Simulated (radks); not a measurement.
All-electron atom: F5+ in [He] 2s2.

Calculated with a radial shooting solver on a logarithmic mesh with Libxc functionals: Dirac Kohn-Sham, PBE, spin-unpolarised, spherical densities, finite nucleus; Fermi nuclear charge, rms radius 2.8976 fm.

Energy parts (eV):
part                     energy
total                 -2396.381
kinetic                2398.939
electron-nucleus      -5134.308
Hartree                 524.486
exchange-correlation   -185.498

Orbitals (lengths in bohr, moments of r in powers of bohr; <r^-3> diverges for s and p1/2):
| orbital | occ. | eigenvalue (eV) | <r> | <r^4> | <1/r> | <r^-3> |
|---|---|---|---|---|---|---|
| 1s1/2 | 2 | -817.4461 | 0.1754 | 0.004447 | 8.659 | - |
| 2s1/2 | 2 | -144.1669 | 0.8043 | 0.9761 | 1.824 | - |

The highest occupied level is 2s1/2 at -144.17 eV. Summed over all electrons, <r^2> = 1.600 bohr^2, which gives a Langevin (diamagnetic) susceptibility term of -1.27 x 10^-6 cm^3/mol. The electron density at the nucleus is 481.9 e/bohr^3.
